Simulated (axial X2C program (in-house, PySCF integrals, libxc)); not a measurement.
# Levels of BeS⁻ by electron attachment to BeS (EOM-EA-CCSD)

Computed with an axial X2C code built on PySCF integrals: two-component X2C with atomic mean-field Coulomb and Gaunt terms, Gaussian nuclei, basis S dyall-av3z, Be dyall-acv3z with contracted cores.

R = 1.739 Å (near the PBE0 minimum at charge 0 of the determinant lowest at the starting distance; the state shown can have its own minimum elsewhere).

Hartree–Fock spinors of BeS (one of each Kramers pair; a window near the gap, which can cut inner shells):

| ω | occupied | ε (eV) | character |
| --- | --- | --- | --- |
| 1/2 | yes | -23.50 | 61% S s, 17% Be p, 12% Be s |
| 1/2 | yes | -11.33 | 69% S p, 15% Be s, 5% Be p |
| 1/2 | yes | -9.18 | 66% S p, 21% Be p, 7% Be d |
| 3/2 | yes | -9.12 | 66% S p, 22% Be p, 7% Be d |
| 1/2 | no | -1.61 | 42% Be p, 41% Be s, 8% S p |
| 1/2 | no | 0.35 | 83% Be p, 14% Be s |
| 1/2 | no | 0.46 | 96% Be p, 2% Be d |
| 3/2 | no | 0.46 | 96% Be p, 2% Be d |
| 1/2 | no | 1.02 | 73% Be s, 21% Be p, 3% Be d |
| 1/2 | no | 1.46 | 65% Be p, 25% Be d, 6% S d |

Levels of BeS⁻ obtained by attaching an electron to BeS:

```csv
Ω,binding energy (eV),above lowest (cm⁻¹),attached spinor,one-particle weight
1/2,2.218,0,"42% Be pσ, 39% Be sσ, 9% S pσ",0.95
1/2,-0.301,20315,"79% Be pσ, 19% Be sσ",0.99
1/2,-0.408,21176,93% Be pπ,0.99
3/2,-0.409,21186,93% Be pπ,0.99
1/2,-0.876,24955,"71% Be sσ, 24% Be pσ",0.99
1/2,-1.148,27148,"65% Be pπ, 23% Be dπ, 8% S dπ",0.97
3/2,-1.152,27178,"64% Be pπ, 23% Be dπ, 8% S dπ",0.97
```

Negative binding energies belong to unbound states, resonances or levels that the basis set holds; within some tenths of an eV of zero the sign is not settled.

This point took 8.9 s on 1 thread of Intel(R) Xeon(R) 6975P-C (Granite Rapids), on a shared host.

Reference electrons by ω block (each with its −ω partner): 1/2: 8, 3/2: 2. 8 electrons of BeS correlated (inner shells frozen), 90 natural virtual spinors (a truncated set); levels can be off by some tenths of an eV. Roots sought by Ω: (1/2: 5, 3/2: 4, 5/2: 2, 7/2: 1); rows need 60 % one-particle weight and stop where some Ω has no more roots. Missing are any skipped roots, higher Ω and states of a further excitation; these come out far too high here and may in truth be low or lowest. T1 of the reference 0.027 (Lee–Taylor). Number of frozen shells: S 2 s, 1 p; Be 1 s. Large amplitudes in the reference (orbital relaxation or multireference character) lower the reliability.
